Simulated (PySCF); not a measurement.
C$_{3}$H$_{5}$, doublet, geometry from GFN2-xTB; PySCF with M06/3-21G.

The PySCF input:
```python
from pyscf import gto, scf, dft

mol = gto.Mole()
mol.atom = '''
    C     1.325170    0.179964   -0.009489
    C     0.060959    0.441362   -0.016029
    H     2.256522    0.693605   -0.030098
    H    -0.311249    1.475660   -0.052421
    C    -1.045896   -0.572802    0.022998
    H    -0.642507   -1.580553    0.058364
    H    -1.670082   -0.408215    0.900581
    H    -1.674084   -0.471648   -0.861307
'''
mol.basis = '3-21g'
mol.charge = 0
mol.spin = 1
mol.verbose = 5
mol.build()

mf = dft.UKS(mol)
mf.xc = 'm06'
mf.grids.prune = dft.gen_grid.sg1_prune
mf.kernel()
mf.analyze()
```

It wrote (shortened):

```
PySCF version 2.14.0

[INPUT] verbose = 5
[INPUT] max_memory = 4000
[INPUT] num. atoms = 8
[INPUT] num. electrons = 23
[INPUT] charge = 0
[INPUT] spin (= nelec alpha-beta = 2S) = 1
[INPUT] symmetry False subgroup None
[INPUT] Mole.unit = angstrom
[INPUT] Symbol           X                Y                Z      unit          X                Y                Z       unit  Magmom
[...]
[INPUT] ---------------- BASIS SET ----------------
[INPUT] l, kappa, [nprim/nctr], expnt,             c_1 c_2 ...
[INPUT] H
[...]
                                0.824547          0.904691
[...]
[INPUT] C
[...]
                                25.9109           0.358794
                                5.53335           0.700713
[...]
                                0.770545          1.21584
[...]
                                0.770545          0.860619
[...]
nuclear repulsion = 64.773476917955
number of shells = 25
number of NR pGTOs = 60
number of NR cGTOs = 37
basis = 3-21g
ecp = {}

******** <class 'pyscf.dft.uks.UKS'> ********
method = UKS
initial guess = minao
damping factor = 0
level_shift factor = 0
DIIS = <class 'pyscf.scf.diis.CDIIS'>
diis_start_cycle = 1
diis_space = 8
diis_damp = 0
SCF conv_tol = 1e-09
SCF conv_tol_grad = None
SCF max_cycles = 50
direct_scf = True
direct_scf_tol = 1e-13
number electrons alpha = 12  beta = 11
XC library pyscf.dft.libxc version 7.1.2
    S. Lehtola, C. Steigemann, M. J. T. Oliveira, and M. A. L. Marques,  SoftwareX 7, 1–5 (2018)
XC functionals = m06
    Y. Zhao and D. G. Truhlar,  Theor. Chem. Acc. 120, 215 (2008)
    Y. Zhao and D. G. Truhlar,  Theor. Chem. Acc. 120, 215 (2008)
radial grids:
    Treutler-Ahlrichs [JCP 102, 346 (1995); DOI:10.1063/1.469408] (M4) radial grids

becke partition: Becke, JCP 88, 2547 (1988); DOI:10.1063/1.454033
pruning grids: <function sg1_prune>
grids dens level: 3
symmetrized grids: False
atomic radii adjust function: <function treutler_atomic_radii_adjust>
small_rho_cutoff = 0
Set gradient conv threshold to 3.16228e-05
atom C rad-grids = 75, ang-grids = [  6   6   6   6   6   6   6   6   6   6   6   6   6   6   6   6   6   6
   6   6   6   6  38  38  38  38  38  38  38  38  38  86  86  86  86  86
  86  86 194 194 194 194 194 194 194 194 194 194 194 194 194 194 194 194
 194 194 194  86  86  86  86  86  86  86  86  86  86  86  86  86  86  86
  86  86  86]
atom H rad-grids = 50, ang-grids = [  6   6   6   6   6   6   6   6   6   6   6   6   6   6   6   6   6  38
  38  38  38  38  86  86  86  86  86 194 194 194 194 194 194 194 194 194
 194 194 194 194 194 194  86  86  86  86  86  86  86  86]
tot_boxes 2520, boxes in each direction [13 12 10]
Padding 6 grids
tot grids = 40536
nelec by numeric integration = [11.48294227 11.48294227]
E1 = -281.66089722662326  E2 = 100.23604759142002  Ecoul = 118.15083804065131  Exc = -17.91479044923129
init E= -116.651372717248
cond(S) = 455.58284178006943

  alpha mo_energy =
[-10.2691176  -10.26753272 -10.25214657  -0.9850708   -0.82497894
  -0.61557958  -0.53488465  -0.47370277  -0.45110046  -0.42189699
  -0.30674551  -0.20008447  -0.03815546   0.09498825   0.11378413
   0.132173     0.14248234   0.14743443   0.2311959    0.39103595
   0.61170862   0.64650634   0.65398365   0.69639561   0.73429044
   0.74541832   0.76998964   0.86011161   0.90595492   0.9952238
   1.00077364   1.03046432   1.0796035    1.16851854   1.34624959
   1.64270503   1.86951927]
  beta  mo_energy =
[-10.2691176  -10.26753272 -10.25214657  -0.9850708   -0.82497894
  -0.61557958  -0.53488465  -0.47370277  -0.45110046  -0.42189699
  -0.30674551  -0.20008447  -0.03815546   0.09498825   0.11378413
   0.132173     0.14248234   0.14743443   0.2311959    0.39103595
   0.61170862   0.64650634   0.65398365   0.69639561   0.73429044
   0.74541832   0.76998964   0.86011161   0.90595492   0.9952238
   1.00077364   1.03046432   1.0796035    1.16851854   1.34624959
   1.64270503   1.86951927]
multiplicity <S^2> = 0.75  2S+1 = 2
[...]
converged SCF energy = -116.511788030912  <S^2> = 0.76900504  2S+1 = 2.0189156
Total Energy =                        -116.511788030911646
[...]
7 H 2s          -0.05857  -0.09765   0.38974  -0.11831  -0.07674
               #36       #37
0 C 1s          -0.00966   0.00100
0 C 2s           0.17279  -0.03546
0 C 3s          -0.51275   0.03773
0 C 2px         -0.14538   0.04225
0 C 2py          0.03178  -0.00886
0 C 2pz         -0.00079   0.00023
0 C 3px          0.09668   0.02298
0 C 3py         -0.02427   0.03764
0 C 3pz          0.00062  -0.00142
1 C 1s           0.01325  -0.00773
1 C 2s          -0.17692   0.09662
1 C 3s           0.67229  -0.43334
1 C 2px         -0.14785  -0.02758
1 C 2py          0.00705  -0.05047
1 C 2pz          0.00009   0.00191
1 C 3px          0.07519   0.03392
1 C 3py         -0.03930   0.09681
1 C 3pz          0.00122  -0.00349
2 H 1s          -0.01625   0.00177
2 H 2s           0.01127  -0.02532
3 H 1s           0.04192  -0.01594
3 H 2s          -0.01514  -0.04060
4 C 1s           0.00694   0.01472
4 C 2s          -0.04663  -0.11088
4 C 3s           0.38475   0.86455
4 C 2px          0.03898  -0.03815
4 C 2py          0.01618  -0.03084
4 C 2pz         -0.00074   0.00104
4 C 3px          0.02796   0.04580
4 C 3py          0.02645   0.03029
4 C 3pz         -0.00089  -0.00100
5 H 1s           0.03052   0.04343
5 H 2s          -0.00668   0.04289
6 H 1s           0.03365   0.04300
6 H 2s          -0.04098   0.05961
7 H 1s           0.03358   0.04277
7 H 2s          -0.04091   0.05996

To work with the spin densities directly, `use mulliken_meta_spin()` only printing them here.

 ** Mulliken spin pop alpha/beta on meta-lowdin orthogonal AOs **
 ** Mulliken Spin Density (per AO)  **
spin_pop of  0 C 1s       -0.00004
spin_pop of  0 C 2s        0.13168
spin_pop of  0 C 3s        0.00210
spin_pop of  0 C 2px       0.04384
spin_pop of  0 C 2py       0.77005
spin_pop of  0 C 2pz       0.12653
spin_pop of  0 C 3px      -0.00030
spin_pop of  0 C 3py       0.00227
spin_pop of  0 C 3pz      -0.00011
spin_pop of  1 C 1s        0.00000
spin_pop of  1 C 2s       -0.01570
spin_pop of  1 C 3s        0.00020
spin_pop of  1 C 2px      -0.01461
spin_pop of  1 C 2py      -0.02337
spin_pop of  1 C 2pz      -0.11845
spin_pop of  1 C 3px       0.00017
spin_pop of  1 C 3py       0.00043
spin_pop of  1 C 3pz      -0.00030
spin_pop of  2 H 1s       -0.01793
spin_pop of  2 H 2s        0.00113
spin_pop of  3 H 1s        0.07410
spin_pop of  3 H 2s        0.00015
spin_pop of  4 C 1s       -0.00000
spin_pop of  4 C 2s        0.01220
spin_pop of  4 C 3s        0.00014
spin_pop of  4 C 2px       0.02422
spin_pop of  4 C 2py       0.01041
spin_pop of  4 C 2pz       0.00395
spin_pop of  4 C 3px       0.00004
spin_pop of  4 C 3py       0.00002
spin_pop of  4 C 3pz       0.00000
spin_pop of  5 H 1s       -0.00199
spin_pop of  5 H 2s        0.00066
spin_pop of  6 H 1s       -0.00579
spin_pop of  6 H 2s        0.00006
spin_pop of  7 H 1s       -0.00581
spin_pop of  7 H 2s        0.00006
 ** Mulliken Spin Density (per atom)  **
spin density of  0 C =      1.07602
spin density of  1 C =     -0.17163
spin density of  2 H =     -0.01680
spin density of  3 H =      0.07425
spin density of  4 C =      0.05098
spin density of  5 H =     -0.00133
spin density of  6 H =     -0.00573
spin density of  7 H =     -0.00575
 ** Mulliken pop alpha/beta on meta-lowdin orthogonal AOs **
 ** Mulliken pop       alpha | beta **
[...]
In total            12.00000 | 11.00000
 ** Mulliken atomic charges   ( Nelec_alpha | Nelec_beta ) **
charge of  0C =     -0.15700  (     3.61651      2.54049 )
charge of  1C =     -0.10771  (     2.96804      3.13967 )
charge of  2H =      0.12710  (     0.42805      0.44485 )
charge of  3H =      0.10398  (     0.48514      0.41089 )
charge of  4C =     -0.29772  (     3.17435      3.12337 )
charge of  5H =      0.11033  (     0.44417      0.44550 )
charge of  6H =      0.11042  (     0.44192      0.44766 )
charge of  7H =      0.11060  (     0.44182      0.44758 )
Dipole moment(X, Y, Z, Debye): -0.40870,  0.48026, -0.01679
```
